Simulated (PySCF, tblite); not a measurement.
Compound: C7H6O2.
Geometry (GFN2-xTB, Å), atoms numbered from 1 in this order:
```
atom  x, y, z in Å
C1    -2.3886    1.6193    0.8658
C2    -1.6272    0.8001    0.4361
C3    -0.7184   -0.1809   -0.0894
C4    -1.2101   -0.8662   -1.3517
C5     0.1985   -0.9201    0.8821
C6     0.7492    0.0055    0.1509
O7     1.8214    0.7257   -0.2323
C8     3.0022    0.4669    0.3452
O9     3.2211   -0.3568    1.1771
H10   -3.0588    2.3336    1.2411
H11   -0.4762   -1.5918   -1.6951
H12   -2.1500   -1.3805   -1.1581
H13   -1.3794   -0.1335   -2.1392
H14    0.2642   -1.6658    1.6340
H15    3.7478    1.1525   -0.0885
```

Theory: PBE0/def2-SVPD in PySCF (dipole) on a GFN2-xTB geometry, gas phase.

Take the most abundant isotopes and a rigid rotor. The values belong to one conformer with, in the numbering `[CH:1]#[C:2][C@:3]1([CH3:4])[CH:5]=[C:6]1[O:7][CH:8]=[O:9]`, C5–C6–O7–C8 0°, C6–O7–C8–O9 1°.

Problem. Give the principal moments of inertia and the rotational constants in cm⁻¹.

Solution. Ia = 149.41, Ib = 524.52, Ic = 572.68 u·Å²; 505379 MHz·u·Å²/I gives 3383, 963.5 and 882.5 MHz, that is A = 0.11283, B = 0.03214, C = 0.02944 cm⁻¹.

Problem. What kind of rotor is it?

Solution. A near-prolate asymmetric top; Ray's κ = -0.935.

Problem. Is it planar, by Δ = Ic − Ia − Ib?

Solution. Not planar: Δ = Ic − Ia − Ib = -101.24 u·Å². For a rigid frame Δ = −2 Σ m c², so Σ m c² = 50.62 u·Å² lies off the ab plane: 8.97 from hydrogen and 41.65 from heavier atoms. The atom farthest from that plane is 2.21 Å away.

Problem. List the rotational levels J(Ka,Kc) to J = 3 (K).

Solution. Above 0(0,0), as E/k:
J = 1: 1(0,1) 0.089, 1(1,1) 0.205, 1(1,0) 0.209
J = 2: 2(0,2) 0.266, 2(1,2) 0.378, 2(1,1) 0.390, 2(2,1) 0.738, 2(2,0) 0.738
J = 3: 3(0,3) 0.531, 3(1,3) 0.638, 3(1,2) 0.661, 3(2,2) 1.004, 3(2,1) 1.004, 3(3,1) 1.594, 3(3,0) 1.594
The levels of one J sum to (2J + 1)J(J + 1)(A + B + C)/3.

Problem. Predict some low-J microwave lines.

Solution. The dipole components are |μa| = 0.25 D, |μb| = 0.36 D, |μc| = 1.08 D. The squared components, which scale the intensities, stand as 0.06 : 0.11 : 1.00 (a : b : c). Some lines, for components of 0.1 D or more:

```json
{"type": "c", "branch": "R", "J(Ka,Kc)": "1(1,0) ← 0(0,0)", "MHz": "4346", "lower level (cm⁻¹)": "0.000"}
{"type": "a", "branch": "R", "J(Ka,Kc)": "3(2,2) ← 2(2,1)", "MHz": "5538", "lower level (cm⁻¹)": "0.513"}
{"type": "a", "branch": "R", "J(Ka,Kc)": "3(2,1) ← 2(2,0)", "MHz": "5546", "lower level (cm⁻¹)": "0.513"}
{"type": "c", "branch": "Q", "J(Ka,Kc)": "3(2,2) ← 3(1,2)", "MHz": "7137", "lower level (cm⁻¹)": "0.460"}
{"type": "b", "branch": "Q", "J(Ka,Kc)": "3(2,1) ← 3(1,2)", "MHz": "7147", "lower level (cm⁻¹)": "0.460"}
{"type": "a", "branch": "R", "J(Ka,Kc)": "4(1,4) ← 3(1,3)", "MHz": "7218", "lower level (cm⁻¹)": "0.443"}
{"type": "a", "branch": "R", "J(Ka,Kc)": "4(3,2) ← 3(3,1)", "MHz": "7388", "lower level (cm⁻¹)": "1.108"}
{"type": "a", "branch": "R", "J(Ka,Kc)": "4(3,1) ← 3(3,0)", "MHz": "7388", "lower level (cm⁻¹)": "1.108"}
{"type": "b", "branch": "Q", "J(Ka,Kc)": "3(2,2) ← 3(1,3)", "MHz": "7623", "lower level (cm⁻¹)": "0.443"}
{"type": "c", "branch": "R", "J(Ka,Kc)": "3(1,2) ← 2(0,2)", "MHz": "8241", "lower level (cm⁻¹)": "0.185"}
{"type": "c", "branch": "Q", "J(Ka,Kc)": "4(3,2) ← 4(2,2)", "MHz": "12274", "lower level (cm⁻¹)": "0.945"}
{"type": "b", "branch": "Q", "J(Ka,Kc)": "4(3,1) ← 4(2,2)", "MHz": "12275", "lower level (cm⁻¹)": "0.945"}
{"type": "c", "branch": "R", "J(Ka,Kc)": "4(2,3) ← 3(1,3)", "MHz": "15005", "lower level (cm⁻¹)": "0.443"}
{"type": "c", "branch": "Q", "J(Ka,Kc)": "4(4,1) ← 4(3,1)", "MHz": "17213", "lower level (cm⁻¹)": "1.354"}
{"type": "b", "branch": "Q", "J(Ka,Kc)": "4(4,1) ← 4(3,2)", "MHz": "17213", "lower level (cm⁻¹)": "1.354"}
{"type": "c", "branch": "R", "J(Ka,Kc)": "3(3,1) ← 2(2,1)", "MHz": "17837", "lower level (cm⁻¹)": "0.513"}
{"type": "b", "branch": "R", "J(Ka,Kc)": "3(3,0) ← 2(2,1)", "MHz": "17837", "lower level (cm⁻¹)": "0.513"}
{"type": "c", "branch": "R", "J(Ka,Kc)": "4(4,0) ← 3(3,0)", "MHz": "24601", "lower level (cm⁻¹)": "1.108"}
{"type": "c", "branch": "R", "J(Ka,Kc)": "4(4,1) ← 3(3,1)", "MHz": "24601", "lower level (cm⁻¹)": "1.108"}
{"type": "b", "branch": "R", "J(Ka,Kc)": "4(4,0) ← 3(3,1)", "MHz": "24601", "lower level (cm⁻¹)": "1.108"}
```

Problem. Estimate the classical rotational partition function at 25 K, 100 K and 298.15 K.

Solution. Point group C1, symmetry number σ = 1; q = (√π/σ)·√((kT/h)³/(ABC)), k/h = 20836.6 MHz/K: 12400 at 25 K, 99400 at 100 K, 512000 at 298.15 K.

Its GFN2-xTB frequencies are all real (lowest 37 cm⁻¹). No vibrational averaging or centrifugal distortion is included, and the geometry carries the error of its method. A rigid rotor knows nothing of internal rotation, which can split or shift real lines.

Hardware: one thread, Arm Neoverse N1 (aarch64), shared host with 64 logical CPUs at a one-minute load of 59. Cost: 96 s of wall time (grids of density and orbitals included), 0.94 GiB resident at most. This is the PBE0/def2-SVPD job that gave the dipole, with the excitations it also computed.
